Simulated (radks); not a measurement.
Spin polarisation of the 3d1 shell in Sc. Start: [Ar] 3d(up 0.5, down 0.5) 4s2; electrons of 3d are moved from spin down to spin up, other shells keep equal spins. Method: non-relativistic Kohn-Sham, BLYP, spin-polarised, spherical densities, point nucleus; computed with a radial shooting solver on a logarithmic mesh with Libxc functionals.

moment (Bohr magnetons)  E - E(0) (eV)  e(3d up) (eV)  e(3d down) (eV)  4s down minus up (eV)
0                                0.000         -3.242           -3.242                  0.000
0.25                            -0.010         -3.316           -3.160                  0.052
0.5                             -0.039         -3.384           -3.072                  0.105
0.75                            -0.088         -3.443           -2.977                  0.156
1                               -0.156         -3.495           -2.876                  0.208

At moment 1 the spin-polarisation energy is -0.156 eV and the 3d exchange splitting 0.619 eV, that is 0.619 eV per Bohr magneton; E = -I m^2/4 would give I = 0.622 eV.
